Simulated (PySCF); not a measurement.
**`InChI=1S/C6H9FSe/c1-4-3-6(4)8-5(2)7/h4,6H,2-3H2,1H3/t4-,6+/m0/s1`**

Molfile (atoms numbered from 1):
```
C6H9FSe
     RDKit          3D

 17 17  0  0  0  0  0  0  0  0999 V2000
   -2.8775    0.0731    1.6097 C   0  0  0  0  0  0  0  0  0  0  0  0
   -1.8942   -0.4704    0.9134 C   0  0  0  0  0  0  0  0  0  0  0  0
   -2.0809   -0.8933   -0.3467 F   0  0  0  0  0  0  0  0  0  0  0  0
   -0.1180   -0.7890    1.5407 Se  0  0  0  0  0  2  0  0  0  0  0  0
    0.7028   -1.0904   -0.1950 C   0  0  2  0  0  0  0  0  0  0  0  0
    2.1406   -0.7162   -0.3997 C   0  0  0  0  0  0  0  0  0  0  0  0
    1.0630    0.0552   -1.0960 C   0  0  2  0  0  0  0  0  0  0  0  0
    0.7858    1.4811   -0.6981 C   0  0  0  0  0  0  0  0  0  0  0  0
   -3.8622    0.1856    1.1916 H   0  0  0  0  0  0  0  0  0  0  0  0
   -2.7049    0.4108    2.6145 H   0  0  0  0  0  0  0  0  0  0  0  0
    0.3445   -2.0101   -0.6433 H   0  0  0  0  0  0  0  0  0  0  0  0
    2.6516   -0.2212    0.4145 H   0  0  0  0  0  0  0  0  0  0  0  0
    2.7679   -1.3912   -0.9626 H   0  0  0  0  0  0  0  0  0  0  0  0
    0.9249   -0.1335   -2.1553 H   0  0  0  0  0  0  0  0  0  0  0  0
    0.9750    1.6235    0.3647 H   0  0  0  0  0  0  0  0  0  0  0  0
    1.4269    2.1593   -1.2581 H   0  0  0  0  0  0  0  0  0  0  0  0
   -0.2523    1.7389   -0.9042 H   0  0  0  0  0  0  0  0  0  0  0  0
  1  2  2  0
  2  3  1  0
  2  4  1  0
  4  5  1  0
  5  6  1  0
  6  7  1  0
  7  8  1  0
  7  5  1  0
  1  9  1  0
  1 10  1  0
  5 11  1  6
  6 12  1  0
  6 13  1  0
  7 14  1  6
  8 15  1  0
  8 16  1  0
  8 17  1  0
M  END
```

The calculation used PySCF 2.14.0, TDDFT BHandHLYP/def2-SVPD circular dichroism and optical rotation, one conformer, gas phase. Geometry: GFN2-xTB.

The molecule is flexible and this is one conformer; a measurement averages over conformers. The calculation is non-relativistic, which matters for the atoms heavier than Zn. States above about 7.2 eV (minus the energy of the highest occupied orbital) lie near or above the ionisation threshold and depend on the basis.

Problem. Draw the ECD and absorption spectra from the lowest 16 states, each a Gaussian of half-width 0.35 eV at 1/e height.

Solution. 
| E (eV) | λ (nm) | Δε (L mol⁻¹ cm⁻¹) | ε (L mol⁻¹ cm⁻¹) |
| --- | --- | --- | --- |
| 4.22 | 294 | +0.47 | 37.2 |
| 4.32 | 287 | +0.99 | 77.6 |
| 4.42 | 280 | +1.75 | 137 |
| 4.52 | 274 | +2.63 | 207 |
| 4.62 | 268 | +3.36 | 264 |
| 4.72 | 262 | +3.64 | 287 |
| 4.82 | 257 | +3.36 | 265 |
| 4.92 | 252 | +2.63 | 211 |
| 5.02 | 247 | +1.75 | 155 |
| 5.12 | 242 | +0.98 | 145 |
| 5.22 | 237 | +0.42 | 258 |
| 5.32 | 233 | 0.00 | 633 |
| 5.42 | 229 | -0.50 | 1480 |
| 5.52 | 224 | -1.39 | 3000 |
| 5.62 | 220 | -2.90 | 5200 |
| 5.72 | 217 | -5.05 | 7690 |
| 5.82 | 213 | -7.45 | 9720 |
| 5.92 | 209 | -9.47 | 10500 |
| 6.02 | 206 | -10.55 | 9710 |
| 6.12 | 202 | -10.55 | 7730 |
| 6.22 | 199 | -9.63 | 5370 |
| 6.32 | 196 | -8.00 | 3390 |
| 6.42 | 193 | -5.76 | 2170 |
| 6.52 | 190 | -3.08 | 1680 |
| 6.62 | 187 | -0.36 | 1760 |
| 6.72 | 184 | +1.96 | 2200 |
| 6.82 | 182 | +3.83 | 2880 |
| 6.92 | 179 | +5.76 | 3760 |
| 7.02 | 177 | +8.70 | 4880 |
| 7.12 | 174 | +13.71 | 6330 |
| 7.22 | 172 | +21.40 | 8100 |
| 7.32 | 169 | +31.18 | 9930 |
| 7.42 | 167 | +40.67 | 11300 |
| 7.52 | 165 | +46.24 | 11800 |
| 7.62 | 163 | +44.84 | 11500 |
| 7.72 | 161 | +36.15 | 11000 |
| 7.82 | 158 | +23.03 | 11000 |
| 7.92 | 156 | +9.79 | 11800 |
| 8.02 | 155 | -0.12 | 12800 |

Δε uses R in velocity form, ε uses f in length form. Only the states computed contribute, so the short-wavelength end is incomplete.

The sign of the CD band at 177 nm isn't settled: the length form gives the opposite one.
